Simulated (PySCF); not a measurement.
Radial density of N³⁺ (nitrogen, charge +3)

UHF, [He] 2s2, closed-shell 1S. Computed with PySCF 2.14 in x2c-TZVPPall (5s3p2d1f, 31 functions), with scalar relativity by spin-free X2C-1e.

```csv
r (bohr),4πr²ρ (e/bohr)
0.00322,0.02747
0.00542,0.07505
0.00911,0.1989
0.0153,0.5120
0.0258,1.244
0.0433,2.745
0.0729,5.133
0.123,7.289
0.206,6.530
0.347,2.816
0.584,1.416
0.982,1.981
1.65,0.6646
2.78,0.02390
```

Densities and radii are taken from the X2C orbitals without a picture-change correction, which distorts them close to the nucleus.
